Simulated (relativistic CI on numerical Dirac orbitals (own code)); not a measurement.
# Hyperfine structure of Au III, mass number 197

Method of calculation: Dirac-Coulomb-Breit CI, separate exchange-only KLI orbitals for each configuration, QED by a radiative potential, valence Slater integrals scaled by 0.85, P86 correlation energy added to each configuration (own radial code, finite nucleus).

Configuration list (outside the closed core [Xe] 4f14): 5d⁹, 5d⁸6s, 5d⁷6s², 5d⁸6p, 5d⁸5f, 5d⁷6s6p, 5d⁸7s, 5d⁸6d, 5d⁸7p, 5d⁷5f², 5d⁸7d, 5d⁸6f, 5d⁸5g, 5d⁸7f, 5d⁷6s7s, 5d⁷5f6s. Levels of other configurations are missing.

Nuclear spin I = 3/2, μ = 0.1452 μN, Q = 0.547 b (tables of Stone and Pyykkö). The electronic factors are computed for point nuclear moments, without core polarisation; leaving it out makes A of s and p electrons in near-neutral atoms 20 to 40 % too small, and it can dominate for d and f shells.

| Level | E (eV) | A (MHz) | B (MHz) |
| --- | --- | --- | --- |
| 5d⁹ ²D5/2 | 0.0000 | 96.25 | -933 |
| 5d⁹ ²D3/2 | 1.4626 | 204.3 | -836 |
| 5d⁸6s ⁴F9/2 | 4.2216 | 570.6 | -577 |
| 5d⁸6s ⁴F7/2 | 4.9101 | -121.1 | -420 |
| 5d⁸6s ⁴F5/2 | 6.0141 | 33.54 | -186 |
| 5d⁸6s ²F7/2 | 6.2381 | 473.7 | -477 |
| 5d⁸6s ⁴P3/2 | 6.7790 | -67.12 | -655 |
| 5d⁸6s ⁴P1/2 | 6.8003 | 3206 |  |

Levels with J = 0, under 50 % of one LS term, or S terms without an open s electron are left out. Small factors come from cancelling terms and can be off by tens of per cent or more.

Correlation outside the listed configurations is missing or only estimated: errors of thousands of cm⁻¹ between configurations and terms are usual at this charge. Rates and lifetimes follow the computed energies and can be off by large factors. The fine structure of a lone outer electron comes out too small, for d and f at times inverted, and misplaced configurations move strength between like terms. 10 of the 16 excited levels that our extract of the measured tables holds in this range could be paired (the sources list more); they are missed by 4393 cm⁻¹ on average and 6220 at most, and levels without a partner can miss by more.

Give the hyperfine levels of 5d⁹ ²D5/2 relative to its centre of gravity.

With K = F(F + 1) − I(I + 1) − J(J + 1), E = AK/2 + B[¾K(K + 1) − I(I + 1)J(J + 1)]/[2I(2I − 1)J(2J − 1)]: F = 1: -1158, F = 2: -219.6, F = 3: 488.8, F = 4: 127.8 MHz.

LS names give the leading component of a level, which can be under half, so a name can repeat, a term be missing and a line seem to break the LS rules.
